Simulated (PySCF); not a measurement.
Be(Br)(SeH), HBeBrSe, SMILES [SeH][Be][Br] (B3LYP/def2-SVP optimised geometry):

```
4

Be    -0.718     0.035     0.000
Br    -0.782     1.998    -0.001
Se    -0.697    -1.998     0.000
H      0.782    -1.998     0.000
```

Method: B3LYP/def2-TZVP (PySCF).

Problem. What are the frontier orbital energies and the dipole moment?

Solution. HOMO-2 -8.73 eV, HOMO-1 -8.68 eV, HOMO -7.20 eV, LUMO -1.20 eV, LUMO+1 -0.80 eV; dipole moment 0.61 D.

On the same geometry PBE/def2-TZVP in PySCF gives HOMO-2 -7.73 eV, HOMO-1 -7.70 eV, HOMO -6.33 eV, LUMO -1.82 eV, LUMO+1 -1.23 eV; dipole moment 0.62 D.

Meta-Löwdin charges at B3LYP/def2-TZVP: Be1 1.20, Br2 -0.64, Se3 -0.63, H4 0.08.
